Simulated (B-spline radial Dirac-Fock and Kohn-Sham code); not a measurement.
# What relativity does to the binding energies of Ge⁹⁺

System: Ge⁹⁺, configuration [Ar] 3d5.

Both columns are ΔSCF binding energies of the configuration average from a B-spline atomic structure program: non-relativistic Hartree-Fock with a point nucleus, and Dirac-Fock with a finite nucleus and the Coulomb interaction alone, averaged over the two j levels with weights 2j+1.

| shell | Hartree-Fock (eV) | Dirac-Fock (eV) | shift (eV) | shift (%) |
| --- | --- | --- | --- | --- |
| 1s | 11215.7 | 11372.7 | +157.03 | +1.40 |
| 2s | 1633.6 | 1668.6 | +35.04 | +2.14 |
| 2p | 1470.7 | 1478.6 | +7.89 | +0.54 |
| 3s | 395.4 | 402.1 | +6.69 | +1.69 |
| 3p | 337.6 | 339.3 | +1.72 | +0.51 |
| 3d | 247.9 | 246.9 | -0.99 | -0.40 |

Relativity binds 1s, 2s, 2p, 3s, 3p more strongly, among those listed most of all 2s in relative terms, and 3d more weakly, because the contracted s and p shells screen the nucleus better.

Values without a named source are computed, but for edge energies of neutral atoms, which are taken from tables.
